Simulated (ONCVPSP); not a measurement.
## Building the ONCV potential for manganese (Mn) (LDA (Perdew-Wang 92), scalar-relativistic).

ONCVPSP 4.0.1 was run on this input:

```
# ATOM AND REFERENCE CONFIGURATION
# atsym  z   nc   nv     iexc    psfile
  Mn 25.00    3    5  -001012      upf
#
#   n    l    f
    1    0    2.00
    2    0    2.00
    2    1    6.00
    3    0    2.00
    3    1    6.00
    3    2    5.00
    4    0    1.50
    4    1    0.50
#
# PSEUDOPOTENTIAL AND OPTIMIZATION
# lmax
    3
#
#   l,   rc,      ep,       ncon, nbas, qcut
    0    1.20    0.00    3    8    8.20
    1    1.30    0.00    4    7   11.80
    2    1.50    0.00    4    9   12.60
    3    1.45    0.12    3    6    8.20
#
# LOCAL POTENTIAL
# lloc, lpopt,  rc(5),   dvloc0
    4    5    0.80    0.00
#
# VANDERBILT-KLEINMAN-BYLANDER PROJECTORs
# l, nproj, debl
    0    2    0.40
    1    2    1.00
    2    2    1.50
    3    2    0.70
#
# MODEL CORE CHARGE
# icmod, fcfact, rcfact
    2    0.70    0.95
#
# LOG DERIVATIVE ANALYSIS
# epsh1, epsh2, depsh
   -5.00    5.00    0.04
#
# OUTPUT GRID
# rlmax, drl
    6.00    0.01
#
# TEST CONFIGURATIONS
# ncnf
    4
# nvcnf
#   n    l    f
    5
    3    0    2.00
    3    1    6.00
    3    2    5.00
    4    0    2.00
    4    1    0.00
#
    5
    3    0    2.00
    3    1    6.00
    3    2    5.00
    4    0    1.00
    4    1    0.00
#
    5
    3    0    2.00
    3    1    6.00
    3    2    5.00
    4    0    0.00
    4    1    0.00
#
    5
    3    0    2.00
    3    1    5.00
    3    2    5.00
    4    0    2.00
    4    1    0.00
#
```

Command:

```bash
oncvpsp.x < Mn.dat > Mn.out
```

The program printed (shortened: citation, most of the input echo, consistency checks and plot data are left out):

```
ONCVPSP  (Optimized Norm-Conservinng Vanderbilt PSeudopotential)
scalar-relativistic version 4.0.1

#   n    l    f        energy (Ha)
    1    0    2.00    -2.3576338E+02
    2    0    2.00    -2.7304840E+01
    2    1    6.00    -2.3172928E+01
    3    0    2.00    -3.1695233E+00
    3    1    6.00    -2.0333632E+00
    3    2    5.00    -2.8730960E-01
    4    0    1.50    -2.1357265E-01
    4    1    0.50    -6.9433234E-02

Reference configufation results
  iterations    31
  all-electron total energy (Ha)   -1.15607063D+03

Begin loop to  construct optimized pseudo wave functions
and semi-local pseudopoentials for all angular momenta

Calculating optimized projector #   1

 for l=   0

    Fraction of norm inside rc  0.866077
    Optimizing pswf for qcut=   8.20 a_B^-1,  ecut=  33.60 Ha
    Residual kinetic energy error=  6.59D-05 Ha

    Energy error per electron        Cutoff
         Ha          eV             Ha
         0.01000     0.27211       19.22
         0.00100     0.02721       26.49
         0.00010     0.00272       32.56
         0.00001     0.00027      137.41

Calculating optimized projector #   2

 for l=   0

    Fraction of norm inside rc  0.033136
    Optimizing pswf for qcut=   8.20 a_B^-1,  ecut=  33.60 Ha
    Residual kinetic energy error=  2.19D-05 Ha

    Energy error per electron        Cutoff
         Ha          eV             Ha
         0.01000     0.27211        6.89
         0.00100     0.02721       22.63
         0.00010     0.00272       29.54
         0.00001     0.00027       42.84

Calculating optimized projector #   1

 for l=   1

    Fraction of norm inside rc  0.862872
    Optimizing pswf for qcut=  11.79 a_B^-1,  ecut=  69.55 Ha
    Residual kinetic energy error=  3.70D-08 Ha

    Energy error per electron        Cutoff
         Ha          eV             Ha
         0.01000     0.27211       24.23
         0.00100     0.02721       31.93
         0.00010     0.00272       39.06
         0.00001     0.00027       45.51

Calculating optimized projector #   2

 for l=   1

    Fraction of norm inside rc  0.017228
    Optimizing pswf for qcut=  11.79 a_B^-1,  ecut=  69.55 Ha
    Residual kinetic energy error=  1.41D-09 Ha

    Energy error per electron        Cutoff
         Ha          eV             Ha
         0.01000     0.27211       13.70
         0.00100     0.02721       21.97
         0.00010     0.00272       29.34
         0.00001     0.00027       35.70

   Wellstate for l =  2  n =  4
     eigenvalue =   1.2127
     asymptotic potential =   1.7127
     half-point radius =  2.5909

Calculating optimized projector #   1

 for l=   2

    Fraction of norm inside rc  0.740921
    Optimizing pswf for qcut=  12.61 a_B^-1,  ecut=  79.52 Ha
    Residual kinetic energy error=  4.49D-08 Ha

    Energy error per electron        Cutoff
         Ha          eV             Ha
         0.01000     0.27211       42.04
         0.00100     0.02721       51.29
         0.00010     0.00272       58.94
         0.00001     0.00027       65.27

Calculating optimized projector #   2

 for l=   2

    Fraction of norm inside rc  0.172912
    Optimizing pswf for qcut=  12.61 a_B^-1,  ecut=  79.52 Ha
    Residual kinetic energy error=  3.10D-08 Ha

    Energy error per electron        Cutoff
         Ha          eV             Ha
         0.01000     0.27211       42.60
         0.00100     0.02721       52.77
         0.00010     0.00272       61.10
         0.00001     0.00027       67.65

   Wellstate for l =  3  n =  4
     eigenvalue =   0.1200
     asymptotic potential =   0.6200
     half-point radius = 20.3553

   Wellstate for l =  3  n =  5
     eigenvalue =   0.8200
     asymptotic potential =   1.3200
     half-point radius =  7.2339

Calculating optimized projector #   1

 for l=   3

    Fraction of norm inside rc  0.000017
    Optimizing pswf for qcut=   8.20 a_B^-1,  ecut=  33.58 Ha
    Residual kinetic energy error=  1.11D-09 Ha

    Energy error per electron        Cutoff
         Ha          eV             Ha
         0.01000     0.27211        0.29
         0.00100     0.02721        0.57
         0.00010     0.00272        1.50
         0.00001     0.00027        4.64

Calculating optimized projector #   2

 for l=   3

    Fraction of norm inside rc  0.005937
    Optimizing pswf for qcut=   8.20 a_B^-1,  ecut=  33.58 Ha
    Residual kinetic energy error=  6.93D-07 Ha

    Energy error per electron        Cutoff
         Ha          eV             Ha
         0.01000     0.27211        3.40
         0.00100     0.02721        9.80
         0.00010     0.00272       18.91
         0.00001     0.00027       26.67

Construct Vanderbilt / Kleinmman-Bylander projectors

B matrix Hermiticity error, ll=   0
   1   2    2.7133E-04

  Orthonormal projector coefficients  1.6340E+01  2.4760E+00

B matrix Hermiticity error, ll=   1
   1   2    1.0943E-04

  Orthonormal projector coefficients  8.0081E+00  1.2192E+00

B matrix Hermiticity error, ll=   2
   1   2    1.7287E-04

  Orthonormal projector coefficients -4.5125E+00 -2.1776E+00

B matrix Hermiticity error, ll=   3
   1   2    2.7265E-08

  Orthonormal projector coefficients -7.2693E+00 -3.0320E+00

Model core correction analysis
  based on d2Exc/dn_idn_j

d2excae - all-electron derivatives

   -4.047193D-02   -3.775704D-02   -2.756061D-02   -2.500994D-03
   -1.028643D-03
   -3.775721D-02   -3.611433D-02   -2.710714D-02   -3.082306D-03
   -1.217373D-03
   -2.756101D-02   -2.710738D-02   -2.454819D-02   -8.141910D-03
   -3.845200D-03
   -2.500979D-03   -3.082175D-03   -8.139942D-03   -2.876193D-02
   -2.306186D-02
   -1.028663D-03   -1.217373D-03   -3.844074D-03   -2.304786D-02
   -2.908053D-02

d2excps - pseudofunction derivatives with no core correction

   -4.596152D-02   -4.134011D-02   -3.043581D-02   -3.016716D-03
   -1.206990D-03
   -4.134052D-02   -3.940193D-02   -3.053683D-02   -3.353554D-03
   -1.347756D-03
   -3.043625D-02   -3.053710D-02   -2.689722D-02   -8.226565D-03
   -3.925126D-03
   -3.016811D-03   -3.353439D-03   -8.224601D-03   -2.880381D-02
   -2.307405D-02
   -1.207031D-03   -1.347764D-03   -3.924004D-03   -2.306004D-02
   -2.908556D-02

rms 2nd derivative error    2.126086E-03

amplitude prefactor, scale prefactor
   14.0702    1.1411

d2excps - pseudofunction derivatives with core correction

   -3.802992D-02   -3.681146D-02   -2.849737D-02   -2.420435D-03
   -1.033708D-03
   -3.681147D-02   -3.633622D-02   -2.908266D-02   -3.021727D-03
   -1.232286D-03
   -2.849759D-02   -2.908286D-02   -2.614575D-02   -8.088147D-03
   -3.871301D-03
   -2.420406D-03   -3.021592D-03   -8.086180D-03   -2.875876D-02
   -2.306129D-02
   -1.033723D-03   -1.232286D-03   -3.870178D-03   -2.304729D-02
   -2.908120D-02

rms 2nd derivative error    8.931132E-04

Pseudoatom total energy -103.736600

Diagnostic tests using Vanderbilt-Kleinman-Bylander pseudopotentials
  1 or more projectors used as specified by nproj input data

   l    rcore       rmatch      e in        delta e   norm test  slope test

   0   1.2059090   1.2425230  -3.1695233   0.0000737   1.0001820   1.0002105
   0   1.2059090   1.2425230  -0.2135726   0.0000062   1.0000602   1.0000575

   1   1.3034317   1.3430067  -2.0333632  -0.0000040   1.0001375   1.0001532
   1   1.3034317   1.3430067  -0.0694332   0.0000032   1.0000757   1.0000635

   2   1.5046650   1.5503498  -0.2873096  -0.0000022   1.0000838   1.0000911
   2   1.5046650   1.5503498   1.2126904   0.0000112   1.0002108   1.0002108

   3   1.4516166   1.4956908   0.1200000  -0.0000343   1.0000464   1.0000464
   3   1.4516166   1.4956908   0.8200000  -0.0000182   1.0000612   1.0000612

 Testing for bound ghosts
   n   l    E NL Schr. Eq   E Basis Diag.   E Cutoff

   1   0       -3.169450       -3.169502    180.99
   2   0       -0.213566        0.032490    180.99

   2   1       -2.033367       -2.033304    131.37
   3   1       -0.069430        0.240113    131.37

   3   2       -0.287312       -0.283964    195.77

 Testing for highly-localized positive-energy ghosts
       l    <radius>/rc     E Basis Diag.   E Cutoff

       0        0.920260       11.714566    180.99  WARNING - GHOST(+)

Test configuration 0

   n   l     f        eae           eps        diff
   1   0  2.0000 -235.76337506
   2   0  2.0000  -27.30483972
   2   1  6.0000  -23.17292839
   3   0  2.0000   -3.16952326   -3.16944957    7.37D-05
   3   1  6.0000   -2.03336319   -2.03336715   -3.96D-06
   3   2  5.0000   -0.28730960   -0.28731183   -2.23D-06
   4   0  1.5000   -0.21357265   -0.21356650    6.15D-06
   4   1  0.5000   -0.06943323   -0.06943007    3.16D-06

    Total energies and differences
      AE_ref= -1.15607063D+03  AE_tst= -1.15607063D+03  dif=  0.00D+00
      PS_ref= -1.03736600D+02  PS_tst= -1.03736600D+02  dif=  1.42D-14
      PSP excitation error= -1.42D-14

Test configuration 1

   n   l     f        eae           eps        diff
   1   0  2.0000 -235.73234374
   2   0  2.0000  -27.27534126
   2   1  6.0000  -23.14334828
   3   0  2.0000   -3.13866049   -3.13848724    1.73D-04
   3   1  6.0000   -2.00246028   -2.00243290    2.74D-05
   3   2  5.0000   -0.25757938   -0.25752509    5.43D-05
   4   0  2.0000   -0.19413997   -0.19414330   -3.33D-06

    Total energies and differences
      AE_ref= -1.15607063D+03  AE_tst= -1.15614163D+03  dif= -7.10D-02
      PS_ref= -1.03736600D+02  PS_tst= -1.03807605D+02  dif= -7.10D-02
      PSP excitation error=  5.58D-06

Test configuration 2

   n   l     f        eae           eps        diff
   1   0  2.0000 -236.04001575
   2   0  2.0000  -27.57635697
   2   1  6.0000  -23.44494514
   3   0  2.0000   -3.44378808   -3.44380638   -1.83D-05
   3   1  6.0000   -2.30789128   -2.30789035    9.33D-07
   3   2  5.0000   -0.55913169   -0.55929255   -1.61D-04
   4   0  1.0000   -0.44699942   -0.44695406    4.54D-05

    Total energies and differences
      AE_ref= -1.15607063D+03  AE_tst= -1.15582387D+03  dif=  2.47D-01
      PS_ref= -1.03736600D+02  PS_tst= -1.03489835D+02  dif=  2.47D-01
      PSP excitation error= -5.13D-06

Test configuration 3

   n   l     f        eae           eps        diff
   1   0  2.0000 -236.39862315
   2   0  2.0000  -27.92476866
   2   1  6.0000  -23.79424140
   3   0  2.0000   -3.79666700   -3.79716526   -4.98D-04
   3   1  6.0000   -2.66079111   -2.66095867   -1.68D-04
   3   2  5.0000   -0.90482922   -0.90537334   -5.44D-04

    Total energies and differences
      AE_ref= -1.15607063D+03  AE_tst= -1.15524066D+03  dif=  8.30D-01
      PS_ref= -1.03736600D+02  PS_tst= -1.02906664D+02  dif=  8.30D-01
      PSP excitation error=  3.17D-05

Test configuration 4

   n   l     f        eae           eps        diff
   1   0  2.0000 -236.46361291
   2   0  2.0000  -27.92113386
   2   1  6.0000  -23.79947138
   3   0  2.0000   -3.71414714   -3.71951842   -5.37D-03
   3   1  5.0000   -2.56958794   -2.57172718   -2.14D-03
   3   2  5.0000   -0.78416589   -0.78443876   -2.73D-04
   4   0  2.0000   -0.51139567   -0.51155704   -1.61D-04

    Total energies and differences
      AE_ref= -1.15607063D+03  AE_tst= -1.15386686D+03  dif=  2.20D+00
      PS_ref= -1.03736600D+02  PS_tst= -1.01531247D+02  dif=  2.21D+00
      PSP excitation error= -1.59D-03
```

The run took about 3.8 s on one core of a shared server CPU.
